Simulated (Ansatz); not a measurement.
Mulliken charges of `F[Si](F)(F)[GeH3]` from r2SCAN/def2-TZVPP in Ansatz (PBE0-D4/def2-TZVP geometry).

| atom | x (Å) | y (Å) | z (Å) | charge (e) |
| --- | --- | --- | --- | --- |
| F1 | 1.798 | -0.602 | 1.269 | -0.290 |
| Si2 | 0.575 | -0.950 | 0.329 | 0.871 |
| F3 | -0.359 | -1.939 | 1.136 | -0.290 |
| F4 | 1.153 | -1.760 | -0.900 | -0.290 |
| Ge5 | -0.584 | 0.990 | -0.362 | -0.031 |
| H6 | -1.100 | 1.733 | 0.875 | 0.011 |
| H7 | -1.763 | 0.579 | -1.252 | 0.011 |
| H8 | 0.373 | 1.892 | -1.150 | 0.011 |

Problem. By hand: the dipole of these point charges (1 e Å = 4.8032 D).

Solution. Σ q r = (-0.260, 0.435, -0.155) e Å, of length 0.530 e Å = 2.55 D.

Problem. How does the dipole of the full density compare? (Estimate.)

Solution. Computed: (-0.193, 0.323, -0.115) e Å, 1.89 D; the point charges give 1.35 times that, at 0° from its direction.

Point charges leave out the atoms' own dipoles, such as those of lone pairs, and Mulliken's split depends on the basis, so the two needn't agree.
